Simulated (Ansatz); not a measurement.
Species: ZrI2, charge 0, multiplicity 3. The spin state was set by rule; other spins were not relaxed. 
Coordinates optimised at B3LYP-D3(BJ)/def2-TZVP (Ansatz, a first-principles code):
```
Zr
I 1 2.7397
I 1 2.7397 2 180.00
```
Charge 0, spin multiplicity 3.

Total electronic energies in hartree. Valence correlation only, unless marked. UHF or UKS for open shells. No spin-orbit coupling. The frozen core is the preceding noble-gas configuration, with the filled d and f shells of earlier blocks. In def2 rows, elements after Kr have scalar-relativistic effective core potentials. CBS marks a two-point X^-3 extrapolation of the correlation energy; Hartree-Fock from the larger set. [CCSD(T)-MP2]/basis is that difference in the basis named.

| level | program | energy (Eh) |
|---|---|---|
| RI-HF/def2-QZVPP | Ansatz | -639.99251 |
| PBE-D3(BJ)/def2-TZVPD | Ansatz + dftd3 | -642.52750 |
| B3LYP-D3(BJ)/def2-TZVPD | Ansatz + dftd3 | -642.75479 |
| PBE0-D3(BJ)/def2-TZVPD | Ansatz + dftd3 | -642.56148 |
| CAM-B3LYP-D3(BJ)/def2-TZVPD | Ansatz + dftd3 | -642.50907 |
| RPA@PBE/def2-TZVPP | Ansatz | -640.54533 |
| MP2/def2-SVP | Ansatz | -640.19184 |
| SCS-MP2/def2-SVPD | Ansatz | -640.19094 |
| RI-MP2/CBS(def2-TZVPPD,def2-QZVPPD)+[CCSD(T)-MP2]/def2-TZVPPD | Ansatz | -640.4436 |

Totals of different functionals don't rank their quality; only differences between species are comparable.
